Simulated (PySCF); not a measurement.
```xyz
11

C      1.8196     0.4103     0.7984
C      1.0936    -0.4246     0.1141
C      0.3665    -1.2600    -0.5712
S     -1.3192    -1.0744    -1.0035
C     -1.6905     0.5096    -0.2561
H      1.8932     0.3437     1.8806
H      2.3889     1.1980     0.3122
H      0.7961    -2.1869    -0.9403
H     -1.0660     1.2952    -0.6829
H     -1.5442     0.4721     0.8239
H     -2.7379     0.7171    -0.4752
```

Charge 0, multiplicity 1.

Problem. Give the Mulliken and meta-Löwdin atomic charges from PBE-D3(BJ)/def2-TZVP // PBE0-D3(BJ)/def2-TZVP in PySCF 2.14.0.

Solution. 
| atom | Mulliken (e) | meta-Löwdin (e) |
|---|---|---|
| C1 | -0.27 | -0.30 |
| C2 | -0.07 | -0.02 |
| C3 | -0.12 | -0.27 |
| S4 | -0.03 | 0.16 |
| C5 | -0.35 | -0.42 |
| H6 | 0.13 | 0.14 |
| H7 | 0.13 | 0.14 |
| H8 | 0.14 | 0.16 |
| H9 | 0.14 | 0.13 |
| H10 | 0.14 | 0.13 |
| H11 | 0.14 | 0.14 |
